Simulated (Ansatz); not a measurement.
Geometry optimisation, Ansatz 0.2.0, RKS r2SCANh-D4/def2-SVP.

The input (input.yaml):

```yaml
crystal:
  periodic: [false, false, false]
  atoms:
    - { symbol: C, position_ang: [-1.8561, 0.7985, 0.4437] }
    - { symbol: Al, position_ang: [-0.7709, -0.7782, 0.6454] }
    - { symbol: S, position_ang: [1.3397, -0.5566, 1.3474] }
    - { symbol: Si, position_ang: [2.1709, -0.2412, -0.6403] }
    - { symbol: H, position_ang: [-2.9029, 0.5387, 0.0382] }
    - { symbol: H, position_ang: [-2.0125, 1.367, 1.4109] }
    - { symbol: H, position_ang: [-1.3995, 1.5365, -0.2885] }
    - { symbol: H, position_ang: [-1.3034, -2.1979, 0.2581] }
    - { symbol: H, position_ang: [1.4626, 0.9557, -1.1767] }
    - { symbol: H, position_ang: [3.555, -0.0492, -0.5765] }
    - { symbol: H, position_ang: [1.7824, -1.4303, -1.4411] }
basis:
  gaussian: { orbitals: def2-SVP }
hamiltonian:
  xc: r2scanh
  dispersion: d4
relax:
  f_tol: 0.015
  max_steps: 40
```

Run as:

```bash
$ ansatz run input.yaml --threads 2 --pin off --max-ram 3072MiB --backend cpu --events-out ev --progress --plain --runs-dir out
```

Task: Where does it end, and by what steps?

Result: The forces met the threshold. The force dipped under the threshold on the way, but the program's further checks kept it going. After 32 steps the energy has fallen by 0.450 eV; H8 moved furthest, 1.65 Å.

| step | energy less start (eV) | largest force component (eV/Å) | accepted |
| --- | --- | --- | --- |
| 0 | 0.0000 | 2.583 | yes |
| 2 | -0.2221 | 0.103 | yes |
| 4 | -0.2279 | 0.055 | yes |
| 6 | -0.2325 | 0.062 | yes |
| 8 | -0.2417 | 0.355 | yes |
| 10 | -0.2783 | 0.559 | yes |
| 12 | -0.3738 | 0.151 | yes |
| 14 | -0.4195 | 0.340 | yes |
| 16 | -0.4410 | 0.054 | yes |
| 18 | -0.4463 | 0.071 | yes |
| 20 | -0.4484 | 0.034 | yes |
| 22 | -0.4489 | 0.033 | yes |
| 24 | -0.4493 | 0.041 | yes |
| 26 | -0.4496 | 0.052 | yes |
| 28 | -0.4500 | 0.015 | yes |
| 30 | -0.4501 | 0.021 | yes |
| 32 | -0.4503 | 0.007 | yes |

```xyz
11
Properties=species:S:1:pos:R:3
C -1.626 0.553 0.000
Al -0.909 -1.008 0.919
S 1.222 -1.522 0.767
Si 1.962 0.038 -0.510
H -2.726 0.548 -0.018
H -1.314 1.482 0.507
H -1.273 0.635 -1.040
H -1.747 -1.989 1.832
H 1.664 1.390 0.044
H 3.436 -0.137 -0.601
H 1.377 -0.046 -1.879
```

Whether the end is a true minimum wasn't checked by a vibrational analysis.

Run time: 2.3 min on 2 threads of Arm Neoverse V1, with other jobs on the host, peak memory 0.24 GiB.
